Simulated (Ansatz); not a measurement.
Problem. Name a neutral molecule of B, F, N, Te and H with HOMO–LUMO gap (PBE/def2-TZVPP) between 4.05 and 4.35 eV and zero-point energy (PBE0-D4/def2-TZVP) between 96 and 112 kJ/mol (Ansatz, PBE0-D4/def2-TZVP geometry).

Solution. `NB(F)[TeH]` (4.20 eV, 107.5 kJ/mol). Other molecules can fit too; these were computed, each in one conformer that needn't be the lowest.
